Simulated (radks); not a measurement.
All-electron atom: Br0.6+ in [Ar] 3d9.4 4s2 4p5 (fractional occupations, a model configuration). All-electron calculation, Dirac Kohn-Sham, PBE, spin-unpolarised, spherical densities, point nucleus; open shells are shared between the two j in proportion to 2j + 1. Program: a radial shooting solver on a logarithmic mesh with Libxc functionals.

Normalised radial functions P(r) = r R(r) (large component), r in bohr:

r	3d5/2
0.002459	0.0000
0.002818	0.0000
0.003203	0.0000
0.003669	0.0000
0.004204	0.0001
0.004816	0.0001
0.005474	0.0001
0.006271	0.0002
0.007185	0.0002
0.008166	0.0004
0.009355	0.0005
0.01072	0.0008
0.01228	0.0012
0.01396	0.0017
0.01599	0.0024
0.01832	0.0036
0.02099	0.0052
0.02385	0.0074
0.02733	0.0107
0.03131	0.0154
0.03587	0.0220
0.04077	0.0306
0.04671	0.0431
0.05351	0.0603
0.06082	0.0820
0.06968	0.1124
0.07983	0.1524
0.09146	0.2039
0.104	0.2647
0.1191	0.3439
0.1364	0.4390
0.1563	0.5496
0.1777	0.6659
0.2036	0.7986
0.2332	0.9338
0.2651	1.0555
0.3037	1.1690
0.3479	1.2549
0.3986	1.3025
0.453	1.3055
0.519	1.2617
0.5946	1.1722
0.6813	1.0448
0.7743	0.9007
0.8871	0.7350
1.016	0.5703
1.164	0.4193
1.323	0.2976
1.516	0.1939
1.737	0.1173
1.974	0.0677
2.262	0.0345
2.591	0.0158
2.969	0.0064
3.374	0.0024
3.866	0.0008
4.429	0.0002
5.074	0.0000
5.767	0.0000
6.607	0.0000

3d5/2: eigenvalue -80.266 eV, 0 radial nodes, <r> = 0.581 bohr, 90 % of the charge inside 0.952 bohr.
